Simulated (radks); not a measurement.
Question: The mean radii <r> (bohr) of the occupied orbitals of an atom or ion are listed with their occupations. Method: Dirac Kohn-Sham, BLYP, spin-unpolarised, spherical densities, finite nucleus; Fermi nuclear charge, rms radius of each element as measured or else 0.836 A^(1/3) + 0.57 fm; computed with a radial shooting solver on a logarithmic mesh with Libxc functionals.

orbital  occ.     <r>
1s1/2       2  0.1306
2s1/2       2  0.6980
2p1/2       2  0.6884
2p3/2       4  0.6908
3s1/2       2   3.136

Name the element and its charge. Open shells, if any, fill j = l - 1/2 first.

Answer: Z = 12, magnesium, charge 0: Mg in [Ne] 3s2. The 1s radius gives Z: for a bare nucleus <r> = (2 gamma + 1)/(2Z) with gamma = sqrt(1 - (Z/c)^2), 0.1247 bohr for Z = 12, and screening makes it slightly larger (0.1306 here). The occupations add up to 12, and the charge is Z minus that.
